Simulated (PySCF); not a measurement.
Field gradients at the hydrogen positions

Compound: 1,1,2-trifluoro-2-methylcyclopropane, C4H5F3.
Z-matrix (Å and degrees, PBE0-D3(BJ)/def2-TZVP geometry), rows numbered from 1:
```
C 
C   1  1.4907
F   2  1.3629  1  112.89
C   2  1.5233  1  121.94  3  -143.43
C   4  1.4815  2   59.13  1  -111.36
F   5  1.3348  2  119.71  4   109.39
F   5  1.3426  2  119.35  4  -109.97
H   1  1.0915  2  110.15  3   -57.70
H   1  1.0896  2  110.56  3  -177.52
H   1  1.0918  2  109.92  3    62.29
H   4  1.0829  2  117.98  5   108.59
H   4  1.0831  2  115.99  5  -105.85
```

Level: PBE0/pcSseg-2 (PySCF, non-relativistic); Q(2H) = 0.00286 b; rigid geometry, the same for H and D, with no vibrational averaging.

**Question.** What are Vzz, η and χzz (234.96 MHz × Q × Vzz) at all hydrogens?

**Answer.** 
```json
{"atom": "H8", "bonded to": "C1", "bond length (Å)": "1.092", "Vzz (au)": "0.2833", "η": "0.03", "χzz (kHz)": "190"}
{"atom": "H9", "bonded to": "C1", "bond length (Å)": "1.090", "Vzz (au)": "0.2857", "η": "0.04", "χzz (kHz)": "192"}
{"atom": "H10", "bonded to": "C1", "bond length (Å)": "1.092", "Vzz (au)": "0.2836", "η": "0.03", "χzz (kHz)": "191"}
{"atom": "H11", "bonded to": "C4", "bond length (Å)": "1.083", "Vzz (au)": "0.2969", "η": "0.06", "χzz (kHz)": "200"}
{"atom": "H12", "bonded to": "C4", "bond length (Å)": "1.083", "Vzz (au)": "0.2953", "η": "0.06", "χzz (kHz)": "198"}
```

**Question.** Give the 2H NMR doublet splittings at H8 for a magnetic field along the z, y and x axes of the gradient: 3χ/2, 3χ(1 + η)/4, 3χ(1 − η)/4.

**Answer.** With |χ| = 190.4 kHz and η = 0.031: 286, 147 and 138 kHz, to first order and without motion.

Geometry: PBE0-D3(BJ)/def2-TZVP; no solvent, vibrations or thermal averaging.

The run behind these numbers computed NMR shieldings as well. On 2 threads of an Intel Xeon at 2.50 GHz, shared host with 64 logical CPUs at a one-minute load of 60, this took 1.8 min wall, 3.0 min CPU and 2.1 GiB of memory at its peak.
